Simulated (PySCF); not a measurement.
## `OC[C@H](Br)CF`, C3H6BrFO

Cartesian coordinates in Å; atom numbers follow the order of the lines, from 1:
```xyz
12

O     1.5733   -0.9014    0.6778
C     0.8689   -0.3944   -0.4153
C    -0.2395    0.5795   -0.0065
Br    0.5511    2.0844    0.9682
C    -1.2664   -0.0785    0.9028
F    -2.0297   -0.9396    0.1599
H     2.0488   -0.1794    1.1119
H     1.5401    0.0951   -1.1351
H     0.4011   -1.2552   -0.9027
H    -0.7261    1.0017   -0.8879
H    -1.9479    0.6541    1.3470
H    -0.7724   -0.6671    1.6833
```

Level of theory: GIAO CAM-B3LYP/pcSseg-1 magnetisability, rotational g tensor and spin-rotation constants, non-relativistic, gas phase in PySCF 2.14.0. Geometry: GFN2-xTB.

The calculation is non-relativistic, which matters for the atoms heavier than Zn.

(1) Give the nuclear spin-rotation constants along the inertial axes (H = +C I·J) beside the isotropic shieldings.

(2) How do the rotational constants and the g tensor change when H7, H8, H9, H10, H11, H12 are replaced by deuterium?

Results:

(1) Rotational constants 3.1315, 1.4324, 1.0876 GHz. A star marks the isotopologue with that one atom substituted, in its own axes.
| atom | isotope | Caa (kHz) | Cbb (kHz) | Ccc (kHz) | mean (kHz) | σ (ppm) |
| --- | --- | --- | --- | --- | --- | --- |
| Br4 | 79Br | 0.652 | 2.284 | 1.905 | 1.614 | 2346.9 |
| F6 | 19F | 1.256 | 0.598 | 0.290 | 0.715 | 409.0 |
| H7 | 1H | -0.044 | -0.173 | -0.108 | -0.109 | 30.1 |
| H8 | 1H | -0.166 | -0.097 | -0.037 | -0.100 | 27.8 |
| H9 | 1H | 0.151 | -0.141 | -0.111 | -0.033 | 27.5 |
| H10 | 1H | -0.372 | -0.104 | 0.032 | -0.148 | 27.7 |
| H11 | 1H | -0.303 | 0.061 | -0.097 | -0.113 | 27.0 |
| H12 | 1H | -0.334 | -0.079 | 0.032 | -0.127 | 26.5 |
| O1 | 17O* | -0.092 | -0.124 | -0.078 | -0.098 | 320.0 |
| C2 | 13C* | 0.734 | 0.319 | 0.205 | 0.419 | 119.1 |
| C3 | 13C* | 0.593 | 0.306 | 0.273 | 0.391 | 117.9 |
| C5 | 13C* | 0.536 | 0.411 | 0.296 | 0.414 | 100.5 |

For the geometry as given, no vibrational averaging.

(2) Constants 2.7572, 1.3701, 1.0399 GHz; g -0.0054, -0.0104, -0.0083, against -0.0061, -0.0108, -0.0088 before.
